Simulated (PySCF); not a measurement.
This PySCF input asks for the NMR shieldings of `CCNC(=O)[SiH2]N`, C₃H₁₀N₂OSi; the geometry comes from GFN2-xTB.

```python
import basis_set_exchange as bse
import numpy as np
from pyscf import gto, dft
from pyscf.prop import nmr

atoms = """
C    -2.370431   -1.066895   -0.263247
C    -1.833245    0.350290   -0.094228
N    -0.389789    0.387685   -0.168315
C     0.406070    0.796469    0.843791
O    -0.044909    1.207871    1.900779
Si    2.290740    0.753577    0.503646
N     2.494254   -0.511668   -0.662099
H    -1.970482   -1.718261    0.509958
H    -3.454342   -1.064205   -0.188307
H    -2.091498   -1.468395   -1.236033
H    -2.257530    1.003939   -0.865502
H    -2.096693    0.747540    0.888886
H     0.046298    0.046548   -1.010266
H     2.714248    1.966399   -0.196867
H     2.988408    0.608644    1.782941
H     2.167495   -1.437389   -0.427194
H     3.394408   -0.590118   -1.109321
"""
names = dict.fromkeys(["C", "N", "O", "Si", "H"], "pcSseg-1")
basis = {el: gto.basis.parse(bse.get_basis(n, elements=[el], fmt="nwchem")) for el, n in names.items()}
mol = gto.M(atom=atoms, basis=basis, charge=0, verbose=0)
mf = dft.RKS(mol, xc="PBE0")
mf.grids.level = 2
mf.grids.alignment = dft.numint.BLKSIZE   # the property module wants whole blocks of grid points
mf.conv_tol = 1e-9
mf.kernel()

calc = nmr.RKS(mf)   # GIAO
C = mf.mo_coeff
Co = C[:, mf.mo_occ > 0]
resp = mf.gen_response(singlet=True, hermi=2)
def vind(x):   # induced exchange potential for any number of trial vectors
    d = np.einsum("pi,xij,qj->xpq", C, 2 * x.reshape(-1, C.shape[1], Co.shape[1]), Co, optimize=True)
    return np.einsum("xpq,pi,qj->xij", resp(d - d.transpose(0, 2, 1)), C, Co, optimize=True).ravel()
mo1, _ = nmr.rhf.solve_mo1(calc, with_cphf=vind)
sigma = calc.kernel(mo1)
for i, s in enumerate(sigma):   # ppm
    print("%2d %-2s %9.2f" % (i, mol.atom_pure_symbol(i), np.trace(s) / 3))
```

Task: What does it print?

Result: 
```
 0 C     167.83
 1 C     154.13
 2 N     108.10
 3 C       6.67
 4 O    -143.84
 5 Si    402.03
 6 N     258.16
 7 H      30.69
 8 H      30.59
 9 H      30.61
10 H      29.09
11 H      26.92
12 H      25.64
13 H      27.02
14 H      26.94
15 H      31.64
16 H      31.40
```

These numbers come from an equivalent density-fitted implementation of the same equations, which agrees with the script to about 0.01 ppm for H and up to a few tenths of a ppm for heavy atoms, so last digits may differ.

Task: Turn these shieldings into chemical shifts. Chemical shifts δ = σref − σ; TMS for ¹³C (σref 186.93) and ²⁹Si (σref 349.16) and ¹H (σref 31.72); ¹⁵N (σref 267.73) against NH3; ¹⁷O (σref 336.08) vs H2O, all at this level.

Result: Averaging equivalent atoms: C 3: 180.3; C 1: 32.8; C 0: 19.1; N 2: 159.6; N 6: 9.6; O 4: 479.9; Si 5: -52.9; H 12: 6.08; H 13/14: 4.73; H 10/11: 3.71; H 7/8/9: 1.09; H 15/16: 0.19 ppm. Unscaled 17O shifts of doubly bonded oxygen tend to come out too high, by tens of ppm or more. Experimental scales use liquid or dissolved standards, which lie at an offset from isolated NH3 (liquid NH3: subtract about 20 ppm) and H2O (liquid H2O: subtract about 36 ppm). Unscaled 15N shifts of sp2 nitrogen come out 20 to 40 ppm too high even then.

Size and cost of the density-fitted run: 176 basis functions, 44 s wall time on 1 thread of an Arm Neoverse N1, shared host; peak memory 0.8 GiB.
